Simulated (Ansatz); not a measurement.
Basis-set extrapolation for C₂H₇ClO₂SSi, SMILES `CO[Si](S)(Cl)OC` (PBE0-D4/def2-TZVP geometry, frozen core, Ansatz 0.2.0). Multiplicity 1, RHF reference.

|  | def2-TZVPP | def2-QZVPP |
| --- | --- | --- |
| HF | -1375.814301 | -1375.858876 |
| MP2 correlation | -1.297765 | -1.404154 |
| CCSD(T) correlation | -1.415156 | not run |

Energies in hartree. Use E(X) = E(∞) + A·exp(−7.88·√X) for Hartree–Fock and E(X) = E(∞) + B·X^(−2.97) for correlation, with X = 3 and 4, and add CCSD(T) minus MP2 of the smaller set to the MP2 limit.

Q: What is the CCSD(T) energy at the basis-set limit?

A: HF limit: -1375.858876 + (-0.044575) × 0.13774 = -1375.86502. MP2 limit: -1.404154 + (-0.106389) × 0.74074 = -1.48296. Higher-order term: -1.415156 − (-1.297765) = -0.11739. Total: -1377.46537 hartree, 619.4 kJ/mol below CCSD(T)/def2-TZVPP.
